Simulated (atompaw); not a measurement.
Ne (Z = 10): PAW (atompaw) pseudisation with PBEsol, scalar-relativistic reference atom.

atompaw 4.2.0.5 input, output lines left out:

```
Ne 10
GGA-PBESOL scalarrelativistic loggrid 1500 logderivrange -5 5 251
2 2 0 0 0 0
0 0 0
c
v
v
2
1.55 1.45 1.20 1.25
y
0.6
n
y
4.35
n
y
-0.1
y
1
n
custom polynom vanderbiltortho besselshape
bessel
1.55
0.55
1.55
1.55
1.55
1.55
```

All-electron outer shells of the reference configuration (PBEsol, scalar-relativistic, ld1.x):

```tsv
shell	level (eV)	outermost node (bohr)	outermost maximum (bohr)
1s	-828.31	–	0.10
2s	-36.20	0.22	0.69
2p	-13.27	–	0.62
```

What the tests gave:

```json
{
 "Cutoffs needed": "30 Ry and 55 Ry (the cutoffs (Ry, on a coarse ladder) from which the occupation-weighted sum of valence levels, in a spherical-Bessel basis at the reference potential, stays within 10 and 1 mRy of its value at 400 Ry)",
 "Ghost test": "no extra level below or beside the all-electron valence levels (s, p, d, f tested) (spherical-Bessel basis up to 400 Ry, 20 bohr box)",
 "Lowest eigenvalue of the overlap operator": "0.27 (s channel)",
 "Overlap eigenvalues printed by atompaw (projector basis)": "0.643, 2.45, 3.85, 51.9, 299, 3.25e+04",
 "Share of each valence orbital outside the PAW sphere": "2s 7 %, 2p 14 %"
}
```

Generation and tests took about 3.5 s on one core of a shared server CPU.
